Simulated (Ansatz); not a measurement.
Basis-set extrapolation for Cl2H4O2Si2 (`O[Si](Cl)(Cl)O[SiH3]`) (PBE0-D4/def2-TZVP geometry, frozen core, Ansatz). Multiplicity 1, RHF reference.

```json
{"": "HF", "def2-TZVPP": "-1649.316536", "def2-QZVPP": "-1649.368762"}
{"": "MP2 correlation", "def2-TZVPP": "-1.082964", "def2-QZVPP": "-1.181045"}
{"": "CCSD(T) correlation", "def2-TZVPP": "-1.180862", "def2-QZVPP": "not run"}
```

Energies in hartree. Use E(X) = E(∞) + A·exp(−7.88·√X) for Hartree–Fock and E(X) = E(∞) + B·X^(−2.97) for correlation, with X = 3 and 4, and add CCSD(T) minus MP2 of the smaller set to the MP2 limit.

Q: What is the CCSD(T) energy at the basis-set limit?

A: HF limit: -1649.368762 + (-0.052226) × 0.13774 = -1649.37596. MP2 limit: -1.181045 + (-0.098081) × 0.74074 = -1.25370. Higher-order term: -1.180862 − (-1.082964) = -0.09790. Total: -1650.72756 hartree, 604.3 kJ/mol below CCSD(T)/def2-TZVPP.
